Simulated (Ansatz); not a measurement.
`O[SiH](F)F`, relaxed with RKS PBE0-D4/def2-TZVP in the Gaussian-basis code of Ansatz from a PBE-D4/def2-SVP geometry. The force threshold is 0.005 eV/Å; the program also tests the step.

Charge 0, multiplicity 1.

Start:

```xyz
6

O    -0.856    0.293   -0.945
Si    0.051   -0.066    0.385
F     1.253    1.011    0.582
F     0.792   -1.504    0.217
H    -0.400    0.339   -1.804
H    -0.841   -0.074    1.565
```

```tsv
step	energy (eV)	largest force (eV/Å)	largest move (Å)
1	-15389.0817	1.304	0.000
2	-15389.1443	0.780	0.020
3	-15389.1720	0.075	0.025
4	-15389.1727	0.077	0.005
5	-15389.1737	0.062	0.025
6	-15389.1738	0.048	0.004
7	-15389.1739	0.001	0.003
```

End:

```xyz
6

O    -0.821    0.286   -0.930
Si    0.059   -0.066    0.377
F     1.226    0.986    0.582
F     0.775   -1.470    0.224
H    -0.415    0.339   -1.796
H    -0.823   -0.074    1.544
```

Hardware: 2 threads of a server CPU on a shared host. Wall time 17 s, peak host memory 0.26 GiB.
